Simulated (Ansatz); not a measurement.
Cost and result for the atomization energy of CH₅AlClFSi (10 atoms, 10 bonds).

```xyz
10

F    -2.090    1.273    1.438
Si   -0.561    0.975    1.070
C    -0.361   -0.561    0.069
Al    1.201   -0.845   -1.111
Cl   -1.117   -0.372   -1.617
H     0.177    0.765    2.340
H    -0.049    2.140    0.315
H    -0.803   -1.462    0.493
H     1.525   -2.332   -1.528
H     2.078    0.419   -1.470
```

Total charge 0; spin multiplicity 1. The bonds changed during the relaxation, so this is another structure than the one it started from. The geometry is a stationary point of PBE0-D4/def2-TZVP. It is one conformer, not always the lowest. Program: Ansatz. All runs use 4 threads of an Arm Neoverse V1 on a shared host. Times are those of one run each, without the atoms' runs, and a repeat can differ threefold. Electronic energies, without spin–orbit coupling; frozen cores. CCSD(T)/CBS adds CCSD(T) − MP2 in def2-TZVPP to the MP2 limit, and its time is that of the two runs behind it. T1 = 0.012. B3LYP takes the VWN-RPA correlation (the form of Gaussian; ORCA's B3LYP/G).

CCSD(T)/CBS is a level of theory with its own doubt, some kJ/mol a heavy atom from the limit and from the frozen cores, so smaller differences don't rank the functionals.

```json
{"level": "PBE-D4/def2-TZVPP (with forces)", "functions": "258", "wall time": "2.8 s", "atomization (kcal/mol)": "770.7", "difference from CCSD(T)/CBS": "-0.5", "per bond": "-0.1"}
{"level": "PBE0-D4/def2-TZVPP", "functions": "258", "wall time": "3.7 s", "atomization (kcal/mol)": "761.9", "difference from CCSD(T)/CBS": "-9.3", "per bond": "-0.9"}
{"level": "r2SCAN-D4/def2-TZVPP (with forces)", "functions": "258", "wall time": "5.5 s", "atomization (kcal/mol)": "771.4", "difference from CCSD(T)/CBS": "0.2", "per bond": "0.0"}
{"level": "B3LYP-D4/def2-TZVPP (with forces)", "functions": "258", "wall time": "6 s", "atomization (kcal/mol)": "763.2", "difference from CCSD(T)/CBS": "-8.0", "per bond": "-0.8"}
{"level": "B2PLYP/def2-TZVPP", "functions": "258", "wall time": "6.5 s", "atomization (kcal/mol)": "756.2", "difference from CCSD(T)/CBS": "-15.0", "per bond": "-1.5"}
{"level": "ωB97X-V/def2-TZVPP", "functions": "258", "wall time": "8.5 s", "atomization (kcal/mol)": "772.9", "difference from CCSD(T)/CBS": "1.7", "per bond": "0.2"}
{"level": "ωB97M-V/def2-TZVPP (with forces)", "functions": "258", "wall time": "13 s", "atomization (kcal/mol)": "771.4", "difference from CCSD(T)/CBS": "0.2", "per bond": "0.0"}
{"level": "MP2/def2-QZVPP", "functions": "474", "wall time": "23 s", "atomization (kcal/mol)": "775.0", "difference from CCSD(T)/CBS": "3.8", "per bond": "0.4"}
{"level": "CCSD(T)/def2-TZVPP", "functions": "258", "wall time": "2.5 min", "atomization (kcal/mol)": "749.1", "difference from CCSD(T)/CBS": "-22.1", "per bond": "-2.2"}
{"level": "CCSD(T)/CBS(def2)", "functions": "–", "wall time": "2.9 min", "atomization (kcal/mol)": "771.2", "difference from CCSD(T)/CBS": "0.0", "per bond": "0.0"}
```

The D4 term adds +9.8 kcal/mol with B3LYP and +5.1 kcal/mol with PBE0; it sums over pairs of atoms, weighted by their polarisabilities, and B3LYP, whose exchange is more repulsive, gets the larger term. From PBE to PBE0 (25 % exact exchange), in def2-TZVPP and without D4, the atomization energy moves by −7.9 kcal/mol: exact exchange takes away binding that semilocal exchange gives to molecules. In def2-TZVPP, CCSD(T) changes the Hartree–Fock value by +176.0 kcal/mol (the triples alone add +10.9 kcal/mol) and MP2 by +188.5 kcal/mol; breaking electron pairs costs correlation energy, which Hartree–Fock lacks.
